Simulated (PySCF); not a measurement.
Job file and geometry (Å, from GFN2-xTB) of an NMR shielding run on `s1ncc(S(C)(=O)=O)c1`, C₄H₅NO₂S₂, PySCF 2.14.0, density-fitted response routines, GIAO PBE0/pcSseg-1 NMR shielding, non-relativistic, gas phase; density fitting, a coarse starting grid and PySCF grid level 2 are the driver's defaults:

```
$ OMP_NUM_THREADS=1 python probes_run.py task.json out

{"job": {"kind": "nmr", "xc": "PBE0", "basis": "pcSseg-1"}, "charge": 0, "multiplicity": 1}
C     -1.896229    -0.357555     0.726620
S     -0.993125     0.183272    -0.749917
O     -1.358151     1.540147    -1.044375
O     -1.145583    -0.811254    -1.772529
C      0.704251     0.170690    -0.204799
C      1.508098    -0.981725    -0.094115
N      2.722070    -0.776288     0.336780
S      2.987248     0.805026     0.627936
C      1.409369     1.278489     0.170354
H     -1.551721    -1.348788     0.990524
H     -2.949402    -0.376387     0.475207
H     -1.707919     0.354946     1.519158
H      1.191032    -1.977591    -0.346089
H      1.079384     2.296545     0.183155
```

Q: What does the program print?

A: 
```
coarse grid: 13928 points
cycle   1  E = -1155.8545736142  dE =  2.412e+00  |g| = 1.150e+00  |ddm| = 4.051e+00
cycle   2  E = -1155.2031874766  dE =  6.514e-01  |g| = 2.200e+00  |ddm| = 3.404e+00
cycle   3  E = -1156.0872389141  dE = -8.841e-01  |g| = 2.127e-01  |ddm| = 2.539e+00
cycle   4  E = -1156.0949329941  dE = -7.694e-03  |g| = 1.199e-01  |ddm| = 3.210e-01
cycle   5  E = -1156.0983045946  dE = -3.372e-03  |g| = 4.183e-02  |ddm| = 1.539e-01
cycle   6  E = -1156.0987182075  dE = -4.136e-04  |g| = 8.157e-03  |ddm| = 4.015e-02
cycle   7  E = -1156.0987285630  dE = -1.036e-05  |g| = 4.274e-03  |ddm| = 9.894e-03
cycle   8  E = -1156.0987329514  dE = -4.388e-06  |g| = 7.915e-04  |ddm| = 4.821e-03
final grid: 128592 points
cycle   9  E = -1156.1759069270  dE = -1.745e-05  |g| = 1.307e-02  |ddm| = 3.324e-02
cycle  10  E = -1156.1758462047  dE =  6.072e-05  |g| = 2.108e-02  |ddm| = 3.179e-02
cycle  11  E = -1156.1759419409  dE = -9.574e-05  |g| = 2.924e-03  |ddm| = 2.200e-02
cycle  12  E = -1156.1759436937  dE = -1.753e-06  |g| = 4.657e-04  |ddm| = 2.858e-03
cycle  13  E = -1156.1759437311  dE = -3.734e-08  |g| = 2.315e-04  |ddm| = 5.176e-04
cycle  14  E = -1156.1759437420  dE = -1.096e-08  |g| = 6.679e-05  |ddm| = 2.216e-04
cycle  15  E = -1156.1759437429  dE = -9.279e-10  |g| = 2.538e-05  |ddm| = 7.862e-05
converged SCF energy = -1156.1759437429

GIAO shielding tensors (ppm)
atom      isotropic    diamagn.    paramagn.     s11        s22        s33       span
  0 C      134.595     256.288    -121.694    107.216    112.394    184.173     76.957
  1 S      223.893    1050.849    -826.956     59.106    204.825    407.749    348.643
  2 O      121.358     399.285    -277.927     77.845     96.598    189.631    111.785
  3 O      112.111     398.828    -286.718     66.505     85.452    184.375    117.871
  4 C       39.021     269.692    -230.671    -14.237     29.740    101.561    115.798
  5 C       27.757     249.912    -222.155    -50.515     13.722    120.063    170.579
  6 N      -83.608     328.863    -412.471   -348.461   -129.305    226.943    575.404
  7 S      102.322    1057.435    -955.113    -77.420    170.844    213.541    290.961
  8 C       22.405     254.925    -232.520    -81.849      5.200    143.863    225.712
  9 H       29.000      31.626      -2.626     25.697     28.138     33.164      7.467
 10 H       28.620      28.127       0.493     25.562     26.617     33.682      8.120
 11 H       29.163      31.525      -2.363     26.088     28.218     33.182      7.094
 12 H       23.080      30.934      -7.854     19.407     23.320     26.513      7.106
 13 H       22.771      32.207      -9.437     20.343     21.221     26.747      6.404
```

Q: Turn these shieldings into chemical shifts. Scale: 13C (186.93 ppm), 1H (31.72 ppm) against TMS; 33S (503.73 ppm) vs CS2; 17O (336.08 ppm) against H2O; 15N (267.73 ppm) against NH3 (reference shieldings calculated alike).

A: Averaging equivalent atoms: C 8: 164.5; C 5: 159.2; C 4: 147.9; C 0: 52.3; S 7: 401; S 1: 280; O 2/3: 219.3; N 6: 351.3; H 13: 8.95; H 12: 8.64; H 9/10/11: 2.79 ppm. Experimental scales use liquid or dissolved standards, which lie at an offset from isolated NH3 (liquid NH3: subtract about 20 ppm) and H2O (liquid H2O: subtract about 36 ppm). Unscaled 15N shifts of sp2 nitrogen come out 20 to 40 ppm too high even then.

Size and cost of the density-fitted run: 192 basis functions, 28 s wall time on 1 thread of an Arm Neoverse V2, shared host; peak memory 0.84 GiB.
